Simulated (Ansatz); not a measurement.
Gas-phase electronic energies from Ansatz, PBE0-D4/def2-TZVP geometries. CCSD(T)/CBS adds triple-zeta CCSD(T) − MP2 to the extrapolated MP2 energy (def2 sets, frozen cores). DFT in def2-TZVPP. Each species was taken in one conformer, which may not be the lowest.

Reaction (isomerisation): `CC(C)C[Si](Cl)(Cl)CC(C)C` → `CC(C)(C)[Si](Cl)(Cl)C(C)(C)C`

```json
{"level": "B97M-V", "ΔE (eV)": "0.17"}
{"level": "r2SCAN0-D4", "ΔE (eV)": "0.18"}
{"level": "CAM-B3LYP-D4", "ΔE (eV)": "0.19"}
{"level": "ωB97X-V", "ΔE (eV)": "0.16"}
{"level": "PBE", "ΔE (eV)": "0.24"}
{"level": "PBE0", "ΔE (eV)": "0.25"}
{"level": "CAM-B3LYP", "ΔE (eV)": "0.29"}
{"level": "HF/def2-SVP", "ΔE (eV)": "0.37"}
```

(1) What does CCSD(T)/CBS give? (Estimate.)

Largest T1 diagnostic among the species: 0.009.

Answers

(1) The calculation gave: +0.13 eV. The listed levels differ from it by 0.04, 0.05, 0.06, 0.03, 0.11, 0.12, 0.16, 0.24 eV.

In def2-TZVPP, CCSD(T) changes the Hartree–Fock value by −0.36 eV (the triples alone add −0.07 eV) and MP2 by −0.45 eV. The D4 term adds −0.19 eV with B3LYP and −0.10 eV with PBE0; it sums over pairs of atoms, weighted by their polarisabilities, and B3LYP, whose exchange is more repulsive, gets the larger term.

B3LYP here is the variant with VWN-RPA as its local correlation; programs differ in this.
